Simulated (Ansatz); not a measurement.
Ideal-gas functions of `[NH]=[Mo](=[NH])([F])[Cl]` at 400 K and 1 bar, from an Ansatz frequency run at PBE0-D4/def2-TZVP.

Molar mass 180.42 g/mol, point group Cs (symmetry number 1), electronic degeneracy 1, moments of inertia 139.06, 253.061, 269.959 u Å². Harmonic wavenumbers (cm⁻¹, unscaled): 146, 197, 234, 257, 309, 379, 422, 583, 606, 703, 745, 1014, 1053, 3606, 3610.

Use S(trans) = R[1.5 ln M + 2.5 ln T − 1.1517]; rotational temperatures θ = 24.2544 K / I; S(rot) = R[ln(√π/σ · √(T³/θAθBθC)) + 1.5]; for each mode x = 1.438777 ν̃/T, S = R[x/(eˣ − 1) − ln(1 − e⁻ˣ)] and H = RT x/(eˣ − 1); 1 cm⁻¹ = 0.0119627 kJ/mol; R = 8.31446 J/(mol·K).

By hand: the entropy, in J/(mol·K).

Translation 179.8. Rotation: θ = 0.1744, 0.0958, 0.0898 K, giving 119.0. Vibration, mode by mode: 13.76, 11.35, 9.99, 9.26, 7.85, 6.35, 5.60, 3.53, 3.31, 2.51, 2.23, 1.03, 0.92, 0.00, 0.00, in all 77.7. Electronic 0.0. Sum 376.5 J/(mol·K).

By hand: H − E and G − E in kJ/mol, counted from the electronic energy.

Zero-point energy ½ × 13864 × 0.0119627 = 82.9; thermal vibration 17.6; translation, rotation and pV give 4 RT = 13.3. H − E = 113.8 kJ/mol, and G − E = 113.8 − 400 × 376.5/1000 = -36.8 kJ/mol.

Vibration gives 21 % of the entropy, 13.8 J/(mol·K) of it from the mode under 150 cm⁻¹: soft modes count most, and the harmonic formula is weakest for them. The sum counts one conformer and one mirror image; others add a mixing term.
